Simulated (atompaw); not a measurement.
Which change was made? (La, PAW (atompaw))

```
Element                 : La (Z = 57)
Generator               : atompaw 4.2.0.5
Type                    : PAW
Functional              : PBEsol
Relativity              : scalar-relativistic
Frozen core             : [Kr] 4d10
Valence charge          : 11
Reference configuration : 4f0 5s2 5p6 5d0 6s0 6p0 (charge +3)
Partial waves           : 5s (bound): rc 2.60 bohr; 6s (bound, empty): rc 2.85 bohr; 5p (bound): rc 2.55 bohr; 6p (bound, empty): rc 2.85 bohr; 5d (bound, empty): rc 2.85 bohr; 5d channel at 1.85 Ry: rc 2.85 bohr; 4f (bound, empty): rc 2.00 bohr; 4f channel at -1.55 Ry: rc 2.00 bohr
Local potential         : troulliermartins scheme with l = 4 at 0 Ry, radius 2.00 bohr
Core correction         : smooth core density matched at 1.60 bohr
Augmentation charge     : sinc compensation charge, radius 2.70 bohr; PAW radius 2.85 bohr; waves and projectors: custom polynom vanderbiltortho
```

Cutoffs, loose and tight: the cutoffs (Ry, on a coarse ladder) from which the occupation-weighted sum of valence levels, in a spherical-Bessel basis at the reference potential, stays within 10 and 1 mRy of its value at 400 Ry. They see the waves, projectors and local potential, not the compensation charge or the core.

The base gives: outcome: generated; cutoff, loose: 12 Ry; cutoff, tight: 21 Ry; bound ghosts: s.

Problem. After one change the result is: outcome: generated; cutoff, loose: 8 Ry; cutoff, tight: 15 Ry; bound ghosts: none. Which change was it?
A. all radii scaled by about 0.76 (s 1.96, p 1.92, d 2.16, f 1.52 bohr); local potential troulliermartins scheme with l = 4 at 0 Ry, radius 1.52 bohr; augmentation sinc compensation charge, radius 2.04 bohr; PAW radius 2.16 bohr; waves and projectors: custom polynom vanderbiltortho; core correction smooth core density matched at 1.20 bohr
B. all radii scaled by about 1.09 (s 2.84, p 2.78, d 3.12, f 2.18 bohr); local potential troulliermartins scheme with l = 4 at 0 Ry, radius 2.18 bohr; augmentation sinc compensation charge, radius 2.96 bohr; PAW radius 3.12 bohr; waves and projectors: custom polynom vanderbiltortho; core correction smooth core density matched at 1.74 bohr
C. all radii scaled by about 1.30 (s 3.38, p 3.32, d 3.70, f 2.60 bohr); local potential troulliermartins scheme with l = 4 at 0 Ry, radius 2.60 bohr; augmentation sinc compensation charge, radius 3.50 bohr; PAW radius 3.70 bohr; waves and projectors: custom polynom vanderbiltortho; core correction smooth core density matched at 2.08 bohr

Solution. C. The others give: all radii scaled by about 0.76 (s 1.96, p 1.92, d 2.16, f 1.52 bohr); local potential troulliermartins scheme with l = 4 at 0 Ry, radius 1.52 bohr; augmentation sinc compensation charge, radius 2.04 bohr; PAW radius 2.16 bohr; waves and projectors: custom polynom vanderbiltortho; core correction smooth core density matched at 1.20 bohr → outcome: generated; cutoff, loose: 15 Ry; cutoff, tight: 25 Ry; bound ghosts: s, p | all radii scaled by about 1.09 (s 2.84, p 2.78, d 3.12, f 2.18 bohr); local potential troulliermartins scheme with l = 4 at 0 Ry, radius 2.18 bohr; augmentation sinc compensation charge, radius 2.96 bohr; PAW radius 3.12 bohr; waves and projectors: custom polynom vanderbiltortho; core correction smooth core density matched at 1.74 bohr → outcome: generated; cutoff, loose: 10 Ry; cutoff, tight: 18 Ry; bound ghosts: none.
